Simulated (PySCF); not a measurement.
**Be: excitation energy**

Be [He] 2s2 (1S) → Be [He] 2s1 2p1 (3P), as a difference of total energies. Computed with PySCF 2.14 in aug-cc-pVQZ, with the non-relativistic Hamiltonian (point nucleus). Correlated levels: valence: 1s2 frozen. The calculations carry no spin-orbit coupling.

```json
{"method": "UHF", "excitation energy (eV)": "1.615", "error (eV)": "-1.110"}
{"method": "LDA", "excitation energy (eV)": "2.401", "error (eV)": "-0.324"}
{"method": "PBE", "excitation energy (eV)": "2.303", "error (eV)": "-0.422"}
{"method": "PBE0", "excitation energy (eV)": "2.284", "error (eV)": "-0.441"}
{"method": "r2SCAN", "excitation energy (eV)": "2.128", "error (eV)": "-0.597"}
{"method": "BLYP", "excitation energy (eV)": "2.464", "error (eV)": "-0.261"}
{"method": "CAM-B3LYP", "excitation energy (eV)": "2.476", "error (eV)": "-0.249"}
{"method": "BHandHLYP", "excitation energy (eV)": "2.465", "error (eV)": "-0.260"}
{"method": "MP2 (valence)", "excitation energy (eV)": "2.341", "error (eV)": "-0.384"}
{"method": "SCS-MP2 (valence)", "excitation energy (eV)": "2.554", "error (eV)": "-0.171"}
```

Reference: 2.725 eV (measured; NIST levels, between the centres of gravity of the two terms).

Errors of the correlated levels include the incompleteness of this basis and the frozen core.
